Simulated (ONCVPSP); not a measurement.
# C: excitation energies, all-electron against ONCV

- Element: C (Z = 6)
- Generator: ONCVPSP 4.0.1
- Type: optimised norm-conserving Vanderbilt (ONCV)
- Functional: PBEsol
- Relativity: non-relativistic
- Frozen core: [He]
- Valence charge: 4
- Reference configuration: 2s2 2p2
- Partial waves: 2s: rc 1.30 bohr, ncon 4, nbas 8, qcut 5 1/bohr, 3 projectors, debl 0.5 Ha; 2p: rc 1.30 bohr, ncon 4, nbas 8, qcut 12.4 1/bohr, local; d scattering state at 0.37 Ha: rc 1.65 bohr, ncon 4, nbas 7, qcut 5.9 1/bohr, 2 projectors, debl 3.3 Ha
- Local potential: the p channel
- Core correction: Teter function, fcfact 6, rcfact 1.55

In the s channel the program set the typed energies aside and used -0.501, 0.250, 0.750 Ha.

Energies are relative to the spin-unpolarised reference configuration 2s2 2p2; without spin polarisation the order of configurations can differ from experiment.

```json
{"valence configuration": "2s2 2p1", "charge": "+1", "ΔE all-electron (eV)": "10.792", "error AE − PS (meV)": "+1.1"}
{"valence configuration": "2s2 2p0", "charge": "+2", "ΔE all-electron (eV)": "34.814", "error AE − PS (meV)": "+11"}
```

Question: What are ΔE and the potential's error for 2s2 2p1.5?

Answer: ΔE = 3.934 eV all-electron; the error (AE − PS) is +0.2 meV.

Question: What are ΔE and the potential's error for 2s1 2p0?

Answer: ΔE = 82.757 eV all-electron; the error (AE − PS) is +0.1 meV.

Levels in the configuration 2s2 2p1.5:

| level | all-electron (eV) | pseudo (eV) |
| --- | --- | --- |
| 2s | -19.246 | -19.247 |
| 2p | -10.652 | -10.652 |

Note: ghosts flagged at negative energy: s at -337.2 eV, d at -4272.2 eV; no localised positive-energy state flagged. A true bound ghost makes a file unfit for plane-wave use.
